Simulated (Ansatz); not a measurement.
The same ligand exchange along the group Sc, Y.

Isolated molecules relaxed with PBE0-D4/def2-TZVP in Ansatz; ΔE leaves out vibrations. CCSD(T)/CBS adds triple-zeta CCSD(T) − MP2 to the extrapolated MP2 energy (def2 sets, frozen cores). This one scheme is used for every species. Functionals use def2-TZVPP. Elements past krypton have def2 core potentials. For Sc, Y outer-core shells are correlated without core-valence functions, which leaves a few kJ/mol of doubt a bond. Scalar relativity is left out up to krypton. Each species was taken in one conformer, which may not be the lowest.

```json
{"reaction": "`[NH2][Sc]([OH])[OH]` + NH₃ → `[NH2][Sc]([NH2])[OH]` + H₂O", "ωB97M-V (eV)": "0.80"}
{"reaction": "`[NH2][Y]([OH])[OH]` + NH₃ → `[NH2][Y]([NH2])[OH]` + H₂O", "ωB97M-V (eV)": "0.85"}
```

Give the CCSD(T)/CBS values in the same order. (Estimate.)

Computed: 0.78, 0.82 eV.

Largest T1 diagnostic: 0.016, for `[NH2][Sc]([OH])[OH]`.
